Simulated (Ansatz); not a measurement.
Consider the redistribution: `[Cl][GeH]([Cl])[Cl]` + `O[SiH2][SiH](O)S` → `[OH][GeH]([Cl])[Cl]` + `O[SiH2][SiH](S)Cl`.

Calculated with Ansatz (gas phase, PBE0-D4/def2-TZVP geometries, no zero-point term in ΔE). CBS: MP2 limit from def2 TZ/QZ plus the TZ coupled-cluster correction, frozen cores. For Ge outer-core shells are correlated without core-valence functions, which leaves a few kJ/mol of doubt a bond. Scalar relativity is left out up to krypton. Each species was taken in one conformer, which may not be the lowest.

`[Cl][GeH]([Cl])[Cl]`:

Cartesian coordinates in Å:
```
Cl 0.223 -1.201 -1.685
Ge 0.097 0.102 -0.009
Cl -1.856 0.940 0.047
Cl 0.390 -1.043 1.758
H 1.147 1.203 -0.111
```

`O[SiH2][SiH](O)S`:

Z-matrix (Å, degrees):
```
Si
Si 1 2.344
O 1 1.655 2 107.1
H 1 1.492 2 110.6 3 -122.1
H 1 1.483 2 112.0 3 116.3
S 2 2.140 1 112.2 3 -72.8
O 2 1.656 1 101.7 3 47.7
H 2 1.489 1 117.0 3 169.8
H 3 0.960 1 115.7 2 -49.4
H 6 1.345 2 94.8 1 43.8
H 7 0.960 2 117.4 1 -170.0
```

`[OH][GeH]([Cl])[Cl]`:

```xyz
6

O     0.391    0.548   -1.280
Ge   -0.090   -0.389    0.120
Cl   -1.943    0.352    0.883
Cl    1.357   -0.153    1.675
H     0.496    1.486   -1.096
H    -0.211   -1.845   -0.303
```

`O[SiH2][SiH](S)Cl`:

```xyz
10

O    -1.342   -0.280   -1.439
Si   -0.960   -0.842    0.067
Si    1.052    0.189    0.682
S     0.806    2.293    0.872
Cl    2.346   -0.304   -0.869
H    -0.694   -0.434   -2.130
H    -0.793   -2.323    0.091
H    -2.079   -0.446    0.954
H     1.704   -0.237    1.943
H    -0.039    2.385   -0.170
```

```csv
species,CCSD(T)/CBS(def2) energy (Eh)
`[Cl][GeH]([Cl])[Cl]`,-3456.16971
`O[SiH2][SiH](O)S`,-1130.01211
`[OH][GeH]([Cl])[Cl]`,-3072.15640
`O[SiH2][SiH](S)Cl`,-1514.01709
```

**Question.** Work out ΔE.

**Answer.** ΔE = (-3072.15640) + (-1514.01709) − (-3456.16971) − (-1130.01211) = 0.00833 Eh = +0.23 eV.

Largest T1 diagnostic among the species: 0.012.

In def2-TZVPP, CCSD(T) changes the Hartree–Fock value by −0.07 eV (the triples alone add −0.02 eV) and MP2 by −0.08 eV.
